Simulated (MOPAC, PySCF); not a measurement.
Ligands exchanged one at a time, Ge Cl-H. All species are isolated molecules in the gas phase. Strings in code marks are SMILES.

Quantity: redistribution energy (mixed species minus the weighted end members), in eV. Semi-empirical values (MOPAC) are differences of heats of formation.

Level 1: PBE-D3(BJ)/def2-TZVP // CAM-B3LYP-D3(BJ)/def2-TZVP (PySCF)
Level 2: PBE/6-31G* // CAM-B3LYP-D3(BJ)/def2-TZVP (PySCF)
Level 3: AM1 // CAM-B3LYP-D3(BJ)/def2-TZVP (MOPAC)
Level 4: PM6 // CAM-B3LYP-D3(BJ)/def2-TZVP (MOPAC)

```
species                                         level 1  level 2  level 3  level 4
----------------------------------------------  -------  -------  -------  -------
1 of 4 Cl replaced by H: `[Cl][GeH]([Cl])[Cl]`   -0.065   -0.080   -0.230   -0.079
3 of 4 Cl replaced by H: `[Cl][GeH3]`             0.010        …        …        …
2 of 4 Cl replaced by H: `[Cl][GeH2][Cl]`        -0.038   -0.060   -0.264   -0.025
```

Question: What belongs in the gaps?

Answer: 
- 3 of 4 Cl replaced by H: `[Cl][GeH3]`, level 2: -0.005
- 3 of 4 Cl replaced by H: `[Cl][GeH3]`, level 3: -0.161
- 3 of 4 Cl replaced by H: `[Cl][GeH3]`, level 4: 0.048
